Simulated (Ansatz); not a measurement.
```yaml
crystal:
  periodic: [false, false, false]
  atoms:
    - {symbol: C, position_ang: [-1.918016, -1.291567, 3.052835]}
    - {symbol: Zn, position_ang: [-0.948100, -0.638213, 1.507516]}
    - {symbol: O, position_ang: [-0.946285, 1.047924, 0.466718]}
    - {symbol: C, position_ang: [-0.230715, 1.300953, -0.529868]}
    - {symbol: C, position_ang: [-0.472403, 2.705005, -1.111302]}
    - {symbol: F, position_ang: [-0.223303, 3.627801, -0.184885]}
    - {symbol: F, position_ang: [0.299027, 2.961881, -2.167174]}
    - {symbol: F, position_ang: [-1.742878, 2.824957, -1.490460]}
    - {symbol: C, position_ang: [0.714969, 0.480224, -1.136394]}
    - {symbol: C, position_ang: [0.977919, -0.799741, -0.658455]}
    - {symbol: C, position_ang: [2.036547, -1.654161, -1.377564]}
    - {symbol: F, position_ang: [3.010712, -1.975806, -0.529206]}
    - {symbol: F, position_ang: [2.585107, -1.023310, -2.415386]}
    - {symbol: F, position_ang: [1.482883, -2.779010, -1.824920]}
    - {symbol: O, position_ang: [0.451449, -1.381835, 0.317825]}
    - {symbol: H, position_ang: [-2.994243, -1.226473, 2.882338]}
    - {symbol: H, position_ang: [-1.677901, -0.691406, 3.932654]}
    - {symbol: H, position_ang: [-1.659884, -2.330836, 3.260625]}
    - {symbol: H, position_ang: [1.255104, 0.843613, -1.994886]}
basis:
  gaussian: {orbitals: def2-TZVP, fitting: {mean_field: cc-pVTZ-jkfit}}
hamiltonian: {xc: {name: wB97X-V}}
```

```sh
$ ansatz run in.yaml --threads 11 --pin off --events-out ev --progress --plain --max-ram 110592MiB --backend cuda --devices 0, --max-vram 75GiB
```

Task: How does Ansatz answer? (An estimate is asked.)

Result: Computed: The input was rejected before any iteration.
```
Functional definition: wB97X-V
Error: <dir> the basis set cc-pVTZ-JKFIT has no functions for Zn
```
